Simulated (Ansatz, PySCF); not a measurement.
Caution: the restricted solution is unstable towards spin-unrestricted or complex orbitals, so a lower solution exists and this singlet may not be the ground state. This singlet lies 0.19 eV below the relaxed triplet at the level frozen-core CCSD(T)/aug-cc-pVDZ // PBE0-D3(BJ)/def2-TZVPD (Ansatz, a first-principles code); other levels give the other order.

# H$_{2}$Al$_{2}$Cl, SMILES `[AlH2][Al-][Cl]` (singlet; the order of the spin states depends on the level) (charge -1, multiplicity 1)

These are PBE0-D3(BJ)/def2-TZVPD (PySCF) values and carry that method's errors.

The HOMO is -0.27 eV and the total energy comes out as -25741.41 eV. The cost comes out as around 27 core-seconds (rough).

```xyz
5

Al    -0.9294     0.0678    -0.3070
Al     1.4401    -0.1849     0.7889
Cl     3.2599     0.0569    -0.4716
H     -1.9134    -1.2494    -0.2547
H     -1.8573     1.3095     0.2444
```
Charge -1, spin multiplicity 1.
